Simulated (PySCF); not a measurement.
Molecule: `OCCC(F)(F)F`, C3H5F3O.

Molfile (atoms numbered from 1):
```
C3H5F3O
     RDKit          3D

 12 11  0  0  0  0  0  0  0  0999 V2000
    0.5857   -1.5705    1.6929 O   0  0  0  0  0  0  0  0  0  0  0  0
    0.7623   -0.6388    0.6657 C   0  0  0  0  0  0  0  0  0  0  0  0
   -0.5629   -0.0619    0.1815 C   0  0  0  0  0  0  0  0  0  0  0  0
   -0.4127    0.9307   -0.9379 C   0  0  0  0  0  0  0  0  0  0  0  0
   -1.5998    1.3776   -1.3559 F   0  0  0  0  0  0  0  0  0  0  0  0
    0.3055    1.9974   -0.5598 F   0  0  0  0  0  0  0  0  0  0  0  0
    0.2086    0.3915   -1.9937 F   0  0  0  0  0  0  0  0  0  0  0  0
    0.2638   -1.1056    2.4721 H   0  0  0  0  0  0  0  0  0  0  0  0
    1.4398    0.1869    0.9560 H   0  0  0  0  0  0  0  0  0  0  0  0
    1.2490   -1.1703   -0.1658 H   0  0  0  0  0  0  0  0  0  0  0  0
   -1.2194   -0.8722   -0.1684 H   0  0  0  0  0  0  0  0  0  0  0  0
   -1.0854    0.4542    1.0029 H   0  0  0  0  0  0  0  0  0  0  0  0
  1  2  1  0
  2  3  1  0
  3  4  1  0
  4  5  1  0
  4  6  1  0
  4  7  1  0
  1  8  1  0
  2  9  1  0
  2 10  1  0
  3 11  1  0
  3 12  1  0
M  END
```

Geometry PBE0-D3(BJ)/def2-SVP throughout; GIAO in PySCF, gas phase, one conformer, non-relativistic; equivalent atoms averaged; basis pcSseg-1.

(1) How do the shifts δ (against H2O, TMS, CFCl3 at the same level) depend on the functional? (ppm; last column core-seconds on shared hosts with different chips, so compare them loosely; the GGAs took longer than the global hybrids here, which isn't the general rule, and the cause wasn't traced)

(2) Which nucleus moves most, in ppm?

## Answers

(1) 
```csv
functional,kind,O1,C4,C2,C3,F5/F6/F7,H9/H10,H11/H12,H8,core-s
HF,Hartree–Fock,12.5,113.3,51.2,37.5,-51.9,3.59,2.03,0.28,5.2
LDA,LDA,41.5,139.6,63.1,44.7,-97.5,4.01,2.04,-0.44,13
PBE,GGA,42.0,135.2,62.5,43.6,-97.8,3.89,1.95,-0.59,17
KT2,GGA,39.2,129.9,61.0,41.9,-104.8,3.85,1.92,-0.57,17
KT3,GGA,41.6,127.7,60.6,41.3,-99.9,3.79,1.91,-0.55,18
PBE0,global hybrid,31.1,130.2,58.8,41.4,-81.6,3.78,1.98,-0.35,12
BHandHLYP,global hybrid,26.9,125.7,56.9,41.0,-68.3,3.71,2.01,-0.07,10
CAM-B3LYP,range-separated hybrid,33.0,132.4,59.5,43.0,-71.0,3.79,2.00,-0.25,16
wB97X-D,range-separated hybrid,26.9,130.2,58.4,41.6,-74.7,3.75,1.99,-0.28,14
```

(2) F5/F6/F7 (fluorine of a CF3 group): from -104.8 ppm with KT2 to -51.9 ppm with HF. The smallest spread is 0.13 ppm, at H11/H12. Proton shifts span only some 12 ppm, so a few tenths of a ppm matter as much there as several ppm in carbon.
